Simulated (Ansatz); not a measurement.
**Question.** Name a neutral molecule of C, Cl, I, Si and H with HOMO–LUMO gap (ωB97M-V/def2-TZVPP) between 10.00 and 10.30 eV and HOMO–LUMO gap (PBE/def2-TZVPP) between 3.80 and 4.10 eV (Ansatz, PBE0-D4/def2-TZVP geometry).

**Answer.** `[SiH3]C(Cl)I` (10.04 eV, 3.88 eV). Other molecules can fit too; these were computed, each in one conformer that needn't be the lowest.
